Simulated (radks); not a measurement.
Results of a calculation; reference values are marked as such.
Correlation energies from several functionals, in hartree. Species: Mg [Ne] 3s2; P3+ [Ne] 3s2; Zn28+ [He]. Level of theory: non-relativistic Kohn-Sham, exchange-only PBE, spin-polarised, spherical densities, point nucleus (a radial shooting solver on a logarithmic mesh with Libxc functionals). Every spin shell is full or empty, so the densities are truly spherical. Functionals are evaluated on that one density, not self-consistently.

functional,Mg,P3+,Zn28+
PW92,-0.88652,-1.0000,-0.26637
PZ,-0.88393,-0.99799,-0.26748
Wigner,-0.60409,-0.62890,-0.11165
PBE,-0.40739,-0.44061,-0.048209
P86,-0.46200,-0.50690,-0.18800
OP (B88),-0.44292,-0.49133,-0.082166
revTPSS,-0.42551,-0.45722,-0.051024
B95,-0.46783,-0.53637,-0.096982
